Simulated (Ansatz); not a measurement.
Program: Ansatz 0.2.0.

A structure relaxed at PBE0-D4/def2-TZVP, charge 0, multiplicity 1:

Cartesian coordinates in Å:
```
F -0.822 2.273 0.611
Sn -0.400 0.449 1.092
Ge 0.457 -0.627 -1.109
H 0.759 0.609 2.336
H -1.874 -0.169 1.692
H -0.649 -0.576 -2.171
H 0.837 -2.093 -0.844
H 1.692 0.133 -1.607
```

(1) Give its formula and SMILES.

(2) Point group (tolerance 0.08 Å, 0.16 Å for H)?

(3) Summarise the bond lengths by kind.

Results:

(1) FGeH5Sn, `[F][SnH2][GeH3]`.

(2) Cs.

(3) 1 × F–Sn 1.933 Å; 1 × Ge–Sn 2.596 Å; 2 × H–Sn 1.707 Å; 3 × Ge–H 1.534 to 1.537 Å.
